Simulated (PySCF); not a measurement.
PySCF input file for Sn(H)(NH2)3 (H7N3Sn), SMILES [NH2][SnH]([NH2])[NH2], TDDFT-PBE/def2-SVPD. Coordinates come from a PBE0-D3(BJ)/def2-SVP optimisation. The structure was generated by enumeration; whether it is a known compound was not checked. The def2 effective core potentials stand for the cores of Sn; spin–orbit coupling is left out. The values are those of a single conformer.

```python
import numpy as np
from pyscf import gto, scf, dft, tdscf

mol = gto.M(
    atom='''
    Sn   -0.06606998    0.03982761   -0.22745483
    N    -0.35306378    1.79543281    0.77243012
    N     1.86109157   -0.60939621   -0.18931543
    N    -1.00631328   -1.45385851    0.79658072
    H    -0.50246068    0.32956420   -1.86514906
    H    -0.45419169    1.67768251    1.77882848
    H    -1.15076880    2.33380191    0.44043635
    H     2.50264314    0.03385226   -0.64942014
    H     2.20260202   -0.74694833    0.76062297
    H    -2.02026684   -1.36651204    0.82059708
    H    -0.78605939   -2.37806768    0.42895813
    ''',
    basis='def2-SVPD',
    ecp={'Sn': 'def2-svp'},
    charge=0,
    spin=0,
    max_memory=1600,
    verbose=4,
)
mf = dft.RKS(mol, xc='pbe').density_fit(auxbasis='def2-universal-jkfit')
mf.grids.level = 3
mf.conv_tol = 1e-9
mf.max_cycle = 100
mf.kernel()
mf.grids = dft.Grids(mol).set(level=1).build(with_non0tab=True)  # coarser grid for the response kernel
td = tdscf.TDDFT(mf)
td.singlet = True
td.nstates = 10
td.conv_tol = 1e-4
td.positive_eig_threshold = 1e-6
td.kernel(x0=td.get_init_guess(mf, 15))
td.analyze()
tt = tdscf.TDA(mf)
tt.singlet = False
tt.nstates = 4
tt.conv_tol = 1e-4
tt.positive_eig_threshold = 1e-6
tt.kernel(x0=tt.get_init_guess(mf, 9))
tt.analyze(verbose=3)
```

Output:

```
PySCF version 2.14.0

[INPUT] verbose = 4
[INPUT] num. atoms = 11
[INPUT] num. electrons = 50
[INPUT] charge = 0
[INPUT] spin (= nelec alpha-beta = 2S) = 0
[INPUT] symmetry False subgroup None
[INPUT] Mole.unit = angstrom
[INPUT] Symbol           X                Y                Z      unit          X                Y                Z       unit  Magmom
[INPUT]  1 Sn    -0.066069980000   0.039827610000  -0.227454830000 AA   -0.124854167255   0.075263275096  -0.429827334410 Bohr   0.0
[INPUT]  2 N     -0.353063780000   1.795432810000   0.772430120000 AA   -0.667193848704   3.392876285958   1.459681377165 Bohr   0.0
[INPUT]  3 N      1.861091570000  -0.609396210000  -0.189315430000 AA    3.516953360037  -1.151591938248  -0.357754313854 Bohr   0.0
[INPUT]  4 N     -1.006313280000  -1.453858510000   0.796580720000 AA   -1.901656494713  -2.747394407768   1.505319396909 Bohr   0.0
[INPUT]  5 H     -0.502460680000   0.329564200000  -1.865149060000 AA   -0.949513073563   0.622786078461  -3.524620904890 Bohr   0.0
[INPUT]  6 H     -0.454191690000   1.677682510000   1.778828480000 AA   -0.858297902153   3.170360467873   3.361498649776 Bohr   0.0
[INPUT]  7 H     -1.150768800000   2.333801910000   0.440436350000 AA   -2.174637864694   4.410246438887   0.832304076803 Bohr   0.0
[INPUT]  8 H      2.502643140000   0.033852260000  -0.649420140000 AA    4.729310122122   0.063971500098  -1.227226204377 Bohr   0.0
[INPUT]  9 H      2.202602020000  -0.746948330000   0.760622970000 AA    4.162314579214  -1.411527772901   1.437369097353 Bohr   0.0
[INPUT] 10 H     -2.020266840000  -1.366512040000   0.820597080000 AA   -3.817751026141  -2.582333501521   1.550703739818 Bohr   0.0
[INPUT] 11 H     -0.786059390000  -2.378067680000   0.428958130000 AA   -1.485436964743  -4.493896620880   0.810613384606 Bohr   0.0

nuclear repulsion = 217.908531266622
number of shells = 64
number of NR pGTOs = 227
number of NR cGTOs = 148
basis = def2-SVPD
ecp = {'Sn': 'def2-svp'}


******** <class 'pyscf.df.df_jk.DFRKS'> ********
method = DFRKS
initial guess = minao
damping factor = 0
level_shift factor = 0
DIIS = <class 'pyscf.scf.diis.CDIIS'>
diis_start_cycle = 1
diis_space = 8
diis_damp = 0
SCF conv_tol = 1e-09
SCF conv_tol_grad = None
SCF max_cycles = 100
direct_scf = False
XC library pyscf.dft.libxc version 7.1.2
    S. Lehtola, C. Steigemann, M. J. T. Oliveira, and M. A. L. Marques,  SoftwareX 7, 1–5 (2018)
XC functionals = pbe
    J. P. Perdew, K. Burke, and M. Ernzerhof,  Phys. Rev. Lett. 77, 3865 (1996)
    J. P. Perdew, K. Burke, and M. Ernzerhof,  Phys. Rev. Lett. 78, 1396 (1997)
    J. P. Perdew, K. Burke, and M. Ernzerhof,  Phys. Rev. Lett. 77, 3865 (1996)
    J. P. Perdew, K. Burke, and M. Ernzerhof,  Phys. Rev. Lett. 78, 1396 (1997)
radial grids:
    Treutler-Ahlrichs [JCP 102, 346 (1995); DOI:10.1063/1.469408] (M4) radial grids

becke partition: Becke, JCP 88, 2547 (1988); DOI:10.1063/1.454033
pruning grids: <function nwchem_prune>
grids dens level: 3
symmetrized grids: False
atomic radii adjust function: <function treutler_atomic_radii_adjust>
small_rho_cutoff = 0
Set gradient conv threshold to 3.16228e-05
Initial guess from minao.
tot grids = 132320
init E= -359.03184785986
  HOMO = -0.687955488389073  LUMO = -0.587515196683288  gap/eV = 2.73312
cycle= 1 E= -380.260791959318  delta_E= -21.2  |g|= 3.16  |ddm|= 12.2
  HOMO = 0.108020065953736  LUMO = 0.112367082016057  gap/eV = 0.11829
cycle= 2 E= -335.810610047186  delta_E= 44.5  |g|= 9.93  |ddm|= 53.4
  HOMO = -0.270437697577124  LUMO = -0.131877483687045  gap/eV = 3.77042
cycle= 3 E= -382.327725186113  delta_E= -46.5  |g|= 0.749  |ddm|= 53.2
  HOMO = -0.215781424315826  LUMO = -0.0544499694722784  gap/eV = 4.39005
cycle= 4 E= -382.378085576678  delta_E= -0.0504  |g|= 0.523  |ddm|= 2.26
  HOMO = -0.181406181442116  LUMO = -0.0330418473537186  gap/eV = 4.03720
cycle= 5 E= -382.425196366297  delta_E= -0.0471  |g|= 0.332  |ddm|= 1.21
  HOMO = -0.210151123657414  LUMO = -0.0369312719527741  gap/eV = 4.71355
cycle= 6 E= -382.450765506854  delta_E= -0.0256  |g|= 0.0661  |ddm|= 0.588
  HOMO = -0.215929511851913  LUMO = -0.0385033847832119  gap/eV = 4.82801
cycle= 7 E= -382.451415560422  delta_E= -0.00065  |g|= 0.0472  |ddm|= 0.148
  HOMO = -0.21397531919238  LUMO = -0.037595387481149  gap/eV = 4.79954
cycle= 8 E= -382.451961182234  delta_E= -0.000546  |g|= 0.0052  |ddm|= 0.0751
  HOMO = -0.213970069164981  LUMO = -0.0375898120250788  gap/eV = 4.79955
cycle= 9 E= -382.451967967344  delta_E= -6.79e-06  |g|= 0.00226  |ddm|= 0.00971
  HOMO = -0.213952738270976  LUMO = -0.0375423049084684  gap/eV = 4.80037
cycle= 10 E= -382.45196872822  delta_E= -7.61e-07  |g|= 0.0014  |ddm|= 0.00458
  HOMO = -0.213901650266479  LUMO = -0.037522443103347  gap/eV = 4.79952
cycle= 11 E= -382.451969207035  delta_E= -4.79e-07  |g|= 6.83e-05  |ddm|= 0.00214
  HOMO = -0.21390767934125  LUMO = -0.0375275248670555  gap/eV = 4.79955
cycle= 12 E= -382.451969208051  delta_E= -1.02e-09  |g|= 2.52e-05  |ddm|= 0.000139
  HOMO = -0.213909441540465  LUMO = -0.0375283021457538  gap/eV = 4.79958
cycle= 13 E= -382.451969208209  delta_E= -1.58e-10  |g|= 3.11e-06  |ddm|= 6.24e-05
  HOMO = -0.21390957332997  LUMO = -0.0375282174166713  gap/eV = 4.79958
Extra cycle  E= -382.451969208203  delta_E= 5.91e-12  |g|= 5.54e-06  |ddm|= 1.63e-05
converged SCF energy = -382.451969208203
tot grids = 40696
Overwritten attributes  positive_eig_threshold  of <class 'pyscf.tdscf.rks.CasidaTDDFT'>


******** <class 'pyscf.tdscf.rks.CasidaTDDFT'> for <class 'pyscf.df.df_jk.DFRKS'> ********
nstates = 10 singlet
deg_eia_thresh = 1.000e-03
wfnsym = None
conv_tol = 0.0001
eigh lindep = 1e-12
eigh level_shift = 0
eigh max_cycle = 100


Excitation energies (eV)
[4.93224386 5.0263655  5.20089514 5.70760834 5.84144449 5.85419385
 5.91324922 5.98632219 5.99998286 6.06925769]

** Singlet excitation energies and oscillator strengths **
Excited State   1:      4.93224 eV    251.37 nm  f=0.0222
      23 -> 26       -0.10921
      25 -> 26       -0.68896
Excited State   2:      5.02637 eV    246.67 nm  f=0.0352
      24 -> 26        0.68325
      24 -> 27       -0.10724
Excited State   3:      5.20090 eV    238.39 nm  f=0.0543
      23 -> 26        0.66759
      25 -> 26       -0.11009
      25 -> 27        0.13275
Excited State   4:      5.70761 eV    217.23 nm  f=0.0144
      24 -> 27        0.34948
      24 -> 28       -0.20079
      25 -> 27       -0.52638
      25 -> 28        0.18015
Excited State   5:      5.84144 eV    212.25 nm  f=0.0126
      23 -> 27       -0.26463
      24 -> 27        0.26123
      24 -> 28       -0.27766
      24 -> 29        0.15237
      25 -> 28       -0.48683
      25 -> 29        0.10568
Excited State   6:      5.85419 eV    211.79 nm  f=0.0438
      23 -> 27       -0.11631
      23 -> 29        0.15960
      24 -> 27       -0.42666
      24 -> 29       -0.14972
      25 -> 27       -0.37581
      25 -> 28       -0.28085
      25 -> 29        0.13288
Excited State   7:      5.91325 eV    209.67 nm  f=0.0066
      23 -> 27        0.52490
      24 -> 27       -0.14788
      24 -> 28       -0.38447
      25 -> 28       -0.16960
      25 -> 29       -0.12593
Excited State   8:      5.98632 eV    207.11 nm  f=0.0030
      23 -> 28       -0.11246
      23 -> 29       -0.13434
      24 -> 28       -0.12688
      24 -> 29       -0.27976
      25 -> 27        0.14531
      25 -> 28        0.12374
      25 -> 29        0.57465
Excited State   9:      5.99998 eV    206.64 nm  f=0.0040
      23 -> 27       -0.26248
      23 -> 28        0.42821
      24 -> 27       -0.14063
      24 -> 28       -0.38862
      25 -> 28        0.23415
Excited State  10:      6.06926 eV    204.28 nm  f=0.0198
      23 -> 27       -0.11331
      23 -> 28       -0.15345
      24 -> 27        0.12907
      24 -> 29       -0.57055
      25 -> 29       -0.30356

** Transition electric dipole moments (AU) **
state          X           Y           Z        Dip. S.      Osc.
  1        -0.3890      0.1625     -0.0798      0.1841      0.0222
  2         0.2830      0.3730     -0.2586      0.2861      0.0352
  3        -0.2011     -0.4289     -0.4493      0.4263      0.0543
  4         0.2011     -0.1129     -0.2227      0.1028      0.0144
  5         0.2356      0.1507     -0.0980      0.0878      0.0126
  6         0.1102     -0.4211     -0.3403      0.3053      0.0438
  7         0.1007      0.1891      0.0002      0.0459      0.0066
  8        -0.0879      0.0597      0.0955      0.0204      0.0030
  9         0.0273     -0.0709      0.1474      0.0275      0.0040
 10         0.1719      0.1870      0.2623      0.1333      0.0198

WARN: ECP detected. Skipping calculation of transition velocity and magnetic dipole moments, which have not yet been implemented.

Overwritten attributes  positive_eig_threshold  of <class 'pyscf.tdscf.rks.TDA'>


******** <class 'pyscf.tdscf.rks.TDA'> for <class 'pyscf.df.df_jk.DFRKS'> ********
nstates = 4 triplet
deg_eia_thresh = 1.000e-03
wfnsym = None
conv_tol = 0.0001
eigh lindep = 1e-12
eigh level_shift = 0
eigh max_cycle = 100


Excitation energies (eV)
[4.62203913 4.64854805 4.82691909 5.44725487]

** Triplet excitation energies and oscillator strengths **
Excited State   1:      4.62204 eV    268.25 nm  f=0.0000
Excited State   2:      4.64855 eV    266.72 nm  f=0.0000
Excited State   3:      4.82692 eV    256.86 nm  f=0.0000
Excited State   4:      5.44725 eV    227.61 nm  f=0.0000
```

Self-consistency was reached.
